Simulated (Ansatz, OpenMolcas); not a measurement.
# C2HClFIn (SMILES C#[C][In]([F])[Cl]): the vertical energy of the triplet above the singlet, rung by rung

C2HClFIn: 6 atoms, total charge 0, spin state singlet. As SMILES, `C#[C][In]([F])[Cl]`. The coordinates come from a PBE0-D4/def2-TZVP relaxation.

Quantity: the vertical energy of the triplet above the singlet, in eV. The values are calculated.

```json
{"level": "HF/def2-SVP (core potential)", "kind": "Hartree–Fock", "program": "OpenMolcas", "value (eV)": "4.28", "CPU time (all runs)": "33 s"}
{"level": "BLYP/def2-SVP (core potential)", "kind": "GGA", "program": "Ansatz", "value (eV)": "4.85", "CPU time (all runs)": "2.4 min"}
{"level": "M06-L/def2-SVP (core potential)", "kind": "meta-GGA", "program": "OpenMolcas", "value (eV)": "4.87", "CPU time (all runs)": "2.7 min"}
{"level": "M06-2X/def2-SVP (core potential)", "kind": "hybrid meta-GGA", "program": "OpenMolcas", "value (eV)": "5.16", "CPU time (all runs)": "2.1 min"}
{"level": "r2SCAN0/def2-SVP (core potential)", "kind": "hybrid meta-GGA", "program": "Ansatz", "value (eV)": "4.69", "CPU time (all runs)": "2.4 min"}
{"level": "HSE06/def2-SVP (core potential)", "kind": "range-separated hybrid", "program": "Ansatz", "value (eV)": "4.87", "CPU time (all runs)": "52 s"}
{"level": "B2PLYP/def2-SVP (core potential)", "kind": "double hybrid", "program": "Ansatz", "value (eV)": "5.22", "CPU time (all runs)": "2 min"}
{"level": "PBE-QIDH/def2-SVP (core potential)", "kind": "double hybrid", "program": "Ansatz", "value (eV)": "5.17", "CPU time (all runs)": "88 s"}
{"level": "RPA@PBE0/def2-SVP (core potential)", "kind": "RPA", "program": "Ansatz", "value (eV)": "5.17", "CPU time (all runs)": "61 s"}
{"level": "CCSD/def2-SVP (core potential)", "kind": "coupled cluster or CI", "program": "Ansatz", "value (eV)": "5.21", "CPU time (all runs)": "3.2 min"}
```

Spin-orbit coupling is left out. The values span 4.28 to 5.22 eV. In the correlated wave-function rows the outer d shell of In is correlated, in sets not made for it. CPU times are rough (shared hosts, several kinds of processor and program).
